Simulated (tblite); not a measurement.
Q: Write Cartesian coordinates for `C#Cc1cnncc1F` as optimised with GFN2-xTB.

A: 
```
atom  x, y, z in Å
C1     2.940   -0.176   -0.147
C2     1.749   -0.035   -0.085
C3     0.350    0.118   -0.012
C4    -0.263    1.382    0.089
N5    -1.563    1.550    0.157
N6    -2.372    0.534    0.136
C7    -1.901   -0.694    0.046
C8    -0.537   -0.955   -0.032
F9    -0.095   -2.217   -0.124
H10    3.981   -0.294   -0.201
H11    0.337    2.280    0.114
H12   -2.626   -1.495    0.035
```

Orientation and origin are arbitrary. Atoms count from 1 in this order. The 6-membered ring C3–C4–N5–N6–C7–C8 has internal angles of 114.6° to 123.3° (sum 720°, against 720° for a flat polygon); it is planar, 0.00 Å rms from its mean plane, widest ring torsion 0°. The 9 heavy atoms lie in one plane (0.000 Å rms). The 5 C–C bonds span 1.201 Å (C1≡C2, drawn triple) to 1.410 Å (C2–C3, drawn single), a spread of 0.209 Å.

Bonds between heavy atoms (Å): C1≡C2 1.201, C2–C3 1.410, C3–C4 1.408, C4–N5 1.312, N5–N6 1.299, N6–C7 1.318, C7–C8 1.391, C8–F9 1.340, C3–C8 1.392.

Structure optimised with GFN2-xTB, isolated species.

Point group: Cs (tolerance 0.08 Å). Its GFN2-xTB frequencies are all real (lowest 109 cm⁻¹).

The numbers are calculated, not measured.
